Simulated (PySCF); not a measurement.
**Name the molecule from its bond curve**

A diatomic of charge 0 contains Pb. Its doublet curve at UHF-CCSD in a double-zeta basis (scalar-relativistic core potentials, PySCF), in eV from the separated fragments:

(R (Å), E (eV)): (1.675, -2.141), (1.749, -2.272), (1.805, -2.319), (1.861, -2.331), (1.917, -2.316), (1.991, -2.263), (2.084, -2.156), (2.196, -1.989)

The fit gives ωe = 1560 cm⁻¹ and the rotational constant Bₑ = 4.876 cm⁻¹.

**Question.** Which atom is the partner?

**Answer.** The minimum lies at 1.857 Å, so the reduced mass is 16.8576 u Å² cm⁻¹/(Bₑ·Re²) = 1.003 u. With Pb at 207.98 u the partner weighs about 1.0 u: H. The molecule is PbH.

Correlated steps freeze 4 core orbitals. These are scalar-relativistic numbers at best; spin–orbit coupling would shift them, the dissociation energy most. The state was picked by a PBE0 search and need not be the measured ground state.
